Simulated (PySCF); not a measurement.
Compound: C2H7FPb.
Numbering: `[CH3:1][C@@H:2]([F:3])[PbH3:4]` (hydrogens: H5, H6, H7 on C1; H8 on C2; H9, H10, H11 on Pb4)

Method used: PySCF 2.14.0, PBE0-D3(BJ)/def2-SVP geometry optimisation, gas phase, def2 core potentials past Kr.

(1) Give the optimised bond lengths and angles.

Answers

(1) 
```csv
bond,length (bohr),order
C1–C2,2.844,single
C2–F3,2.603,single
C2–Pb4,4.296,single
"C1–H5, C1–H6, C1–H7",2.082,single
C2–H8,2.084,single
"Pb4–H9, Pb4–H10, Pb4–H11",3.336,single
```

Bonds in one row agree within 0.02 bohr and their mean is given. Orders are formal, as drawn. A selection of angles:
```csv
angle,degrees
C2–C1–H5,110.4
C2–C1–H7,111.6
H5–C1–H6,108.2
C1–C2–F3,110.1
C1–C2–Pb4,112.6
C1–C2–H8,111.3
F3–C2–Pb4,107.4
F3–C2–H8,108.0
Pb4–C2–H8,107.2
C2–Pb4–H9,111.0
C2–Pb4–H10,108.0
C2–Pb4–H11,109.8
H9–Pb4–H10,108.8
```

Pb4 (lead bonded to C and 3 H) is tetrahedral (angles from 108.0° to 111.0°).

Point group: C1 (no symmetry element, even within 0.4 Å). Whether it is a minimum is left open (no frequencies).

On an Arm Neoverse V2 with one thread, shared host with 32 logical CPUs at a one-minute load of 40, this took 33 s of wall time and 0.44 GiB of memory at its peak. This is the geometry optimisation.
